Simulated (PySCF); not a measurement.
H4O4Si, singlet, at a GFN2-xTB geometry; SVWN5/STO-3G (PySCF).

PySCF was given this input:
```python
from pyscf import gto, scf, dft

mol = gto.M(
    atom='''
O     0.716554    1.189827   -0.842970
Si   -0.000000   -0.000000    0.000000
O    -1.028142    0.716783    1.033867
O    -0.687388   -0.991725   -1.087987
O     0.998976   -0.914885    0.897089
H     1.010098    1.964883   -0.373784
H    -1.399381    0.195350    1.739066
H    -1.158788   -0.605338   -1.819767
H     1.548071   -1.554894    0.454486
''',
    basis='sto-3g',
    charge=0,
    spin=0,
    verbose=5,
)

mf = dft.RKS(mol)
mf.xc = 'lda,vwn'
mf.grids.level = 0
mf.kernel()
```

The log (banner, timings and long lists left out):

```
PySCF version 2.14.0

[INPUT] verbose = 5
[INPUT] max_memory = 4000
[INPUT] num. atoms = 9
[INPUT] num. electrons = 50
[INPUT] charge = 0
[INPUT] spin (= nelec alpha-beta = 2S) = 0
[INPUT] symmetry False subgroup None
[INPUT] Mole.unit = angstrom
[INPUT] Symbol           X                Y                Z      unit          X                Y                Z       unit  Magmom
[...]
[INPUT] ---------------- BASIS SET ----------------
[INPUT] l, kappa, [nprim/nctr], expnt,             c_1 c_2 ...
[INPUT] Si
[...]
                                74.28083305       0.5353281423
                                20.10329229       0.4446345422
[...]
                                5.389706871       0.3995128261
                                1.752899952       0.7001154689
[...]
                                0.4125648801      0.2255954336
                                0.1614750979      0.900398426
[...]
                                5.389706871       0.6076837186
                                1.752899952       0.3919573931
[...]
                                0.4125648801      0.5951670053
                                0.1614750979      0.462001012
[INPUT] H
[...]
                                0.62391373        0.53532814
                                0.1688554         0.44463454
[INPUT] O
[...]
                                23.808861         0.53532814
                                6.4436083         0.44463454
[...]
                                1.1695961         0.39951283
                                0.380389          0.70011547
[...]
                                1.1695961         0.60768372
                                0.380389          0.39195739

nuclear repulsion = 270.793369494248
number of shells = 21
number of NR pGTOs = 99
number of NR cGTOs = 33
basis = sto-3g
ecp = {}

******** <class 'pyscf.dft.rks.RKS'> ********
method = RKS
initial guess = minao
damping factor = 0
level_shift factor = 0
DIIS = <class 'pyscf.scf.diis.CDIIS'>
diis_start_cycle = 1
diis_space = 8
diis_damp = 0
SCF conv_tol = 1e-09
SCF conv_tol_grad = None
SCF max_cycles = 50
direct_scf = True
direct_scf_tol = 1e-13
XC library pyscf.dft.libxc version 7.1.2
    S. Lehtola, C. Steigemann, M. J. T. Oliveira, and M. A. L. Marques,  SoftwareX 7, 1–5 (2018)
XC functionals = lda,vwn
    P. A. M. Dirac,  Math. Proc. Cambridge Philos. Soc. 26, 376 (1930)
    F. Bloch,  Z. Phys. 57, 545 (1929)
    S. H. Vosko, L. Wilk, and M. Nusair,  Can. J. Phys. 58, 1200 (1980)
radial grids:
    Treutler-Ahlrichs [JCP 102, 346 (1995); DOI:10.1063/1.469408] (M4) radial grids

becke partition: Becke, JCP 88, 2547 (1988); DOI:10.1063/1.454033
pruning grids: <function nwchem_prune>
grids dens level: 0
symmetrized grids: False
atomic radii adjust function: <function treutler_atomic_radii_adjust>
small_rho_cutoff = 0
Set gradient conv threshold to 3.16228e-05
Initial guess from minao.
atom O rad-grids = 15, ang-grids = [50 50 50 50 86 86 74 74 86 86 86 86 74 74 74]
atom Si rad-grids = 20, ang-grids = [ 50  50  50  50  50  50  86  86  86  86  86 110 110 110 110 110  86  86
  86  86]
atom H rad-grids = 10, ang-grids = [50 50 50 74 74 74 74 74 50 50]
tot_boxes 3150, boxes in each direction [12 13 13]
Padding 0 grids
tot grids = 8448
nelec by numeric integration = 49.4157579069813
E1 = -1342.2200831154355  E2 = 488.55151290728304  Ecoul = 541.7584987572071  Exc = -53.206985849924095
init E= -582.875200713904
cond(S) = 6.4589120603918975
[...]
  mo_energy =
[-6.43801590e+01 -1.87363157e+01 -1.87359419e+01 -1.87359291e+01
 -1.87357611e+01 -4.85583626e+00 -3.24801176e+00 -3.24800375e+00
 -3.24651833e+00 -1.10879119e+00 -1.07616651e+00 -1.07615691e+00
 -1.07195064e+00 -6.52263058e-01 -6.03676915e-01 -6.03562060e-01
 -5.87490982e-01 -4.86681546e-01 -4.76471094e-01 -4.59709083e-01
 -4.59596371e-01 -4.28660384e-01 -4.26511765e-01 -4.17705261e-01
 -4.17439945e-01  2.02313955e-02  1.40448267e-01  1.44264067e-01
[...]
  -0.36618836  -0.34405429  -0.16957896  -0.13502225  -0.12675287
  -0.12672783  -0.08571575  -0.08079547  -0.07132749  -0.07117153
   0.21602864   0.30290859   0.30301848   0.31947734   0.4166048
   0.43228984   0.47202301   0.47216825]
nelec by numeric integration = 50.01555471803684
E1 = -1353.4412797887153  E2 = 500.6848030471328  Ecoul = 554.8524181185701  Exc = -54.16761507143728
cycle= 4 E= -581.963107247334  delta_E= -0.000903  |g|= 0.0131  |ddm|= 0.123
[...]
  mo_energy =
[-64.42014548 -18.25685131 -18.25646838 -18.25628372 -18.25605891
  -4.85230233  -3.24542883  -3.24542435  -3.24334058  -0.8477948
  -0.80237968  -0.80228724  -0.7984269   -0.44102972  -0.36439768
  -0.36435999  -0.3423463   -0.16735137  -0.13306574  -0.12466346
  -0.12463807  -0.08365504  -0.07879837  -0.06938864  -0.0692323
   0.21813725   0.30408215   0.30419093   0.32150571   0.41745639
   0.43297974   0.47398748   0.47413267]
nelec by numeric integration = 50.015517455031656
E1 = -1353.3224901274752  E2 = 500.56593849733554  Ecoul = 554.7293904761725  Exc = -54.163451978836974
cycle= 5 E= -581.963182135891  delta_E= -7.49e-05  |g|= 0.000264  |ddm|= 0.0259
[...]
  mo_energy =
[-64.42033966 -18.25686193 -18.25652059 -18.2563633  -18.25618694
  -4.85238401  -3.2455164   -3.24551198  -3.24342562  -0.847818
  -0.80241138  -0.80231931  -0.79846033  -0.44104898  -0.36440003
  -0.36436239  -0.34234489  -0.16737641  -0.1330874   -0.12468614
  -0.12466122  -0.0836839   -0.07881571  -0.06941043  -0.06925431
   0.21810022   0.30403923   0.30414796   0.32147873   0.41742497
   0.43295227   0.47396136   0.47410638]
nelec by numeric integration = 50.01551782448097
E1 = -1353.3226537727899  E2 = 500.56610212852854  Ecoul = 554.7296213627288  Exc = -54.1635192342003
cycle= 6 E= -581.963182150013  delta_E= -1.41e-08  |g|= 0.000209  |ddm|= 0.000812
[...]
  mo_energy =
[-64.42034021 -18.2569     -18.25652896 -18.25636263 -18.25614813
  -4.85238337  -3.24551594  -3.24551151  -3.24342487  -0.84781866
  -0.80241238  -0.80232027  -0.79845995  -0.44104894  -0.36440059
  -0.36436285  -0.34234523  -0.16737765  -0.13308985  -0.12468832
  -0.12466307  -0.08368538  -0.0788162   -0.06941176  -0.06925547
   0.21809919   0.3040388    0.30414748   0.32147764   0.41742462
   0.4329517    0.47396045   0.47410564]
nelec by numeric integration = 50.01551779869447
E1 = -1353.3226924159746  E2 = 500.5661407582368  Ecoul = 554.7296644337822  Exc = -54.16352367554538
cycle= 7 E= -581.96318216349  delta_E= -1.35e-08  |g|= 4.11e-05  |ddm|= 0.000393
[...]
  mo_energy =
[-64.42033548 -18.25689315 -18.25652669 -18.2563648  -18.25615496
  -4.8523803   -3.24551292  -3.24550849  -3.24342159  -0.84781851
  -0.80241194  -0.80231984  -0.79845981  -0.44104831  -0.36440088
  -0.36436317  -0.3423456   -0.16737825  -0.13309163  -0.12468977
  -0.12466456  -0.08368621  -0.07881675  -0.06941207  -0.06925581
   0.21809922   0.30403944   0.30414814   0.32147741   0.41742514
   0.43295188   0.47396033   0.47410549]
nelec by numeric integration = 50.01551780457348
E1 = -1353.3227226226934  E2 = 500.5661709643939  Ecoul = 554.7296974347404  Exc = -54.16352647034647
cycle= 8 E= -581.963182164051  delta_E= -5.62e-10  |g|= 5.55e-07  |ddm|= 7e-05
[...]
  mo_energy =
[-64.42033556 -18.25689314 -18.25652663 -18.25636468 -18.25615485
  -4.85238041  -3.24551303  -3.2455086   -3.24342169  -0.84781848
  -0.80241193  -0.80231979  -0.79845976  -0.44104834  -0.36440088
  -0.36436318  -0.34234558  -0.16737831  -0.13309167  -0.12468977
  -0.1246646   -0.08368624  -0.07881677  -0.06941208  -0.06925586
   0.21809929   0.30403945   0.30414815   0.3214775    0.41742512
   0.43295188   0.47396032   0.47410546]
nelec by numeric integration = 50.01551780553726
E1 = -1353.3227239630196  E2 = 500.5661723047216  Ecoul = 554.7296987781098  Exc = -54.16352647338819
Extra cycle  E= -581.96318216405  delta_E= 1.48e-12  |g|= 2.47e-07  |ddm|= 2.38e-06
converged SCF energy = -581.96318216405
```
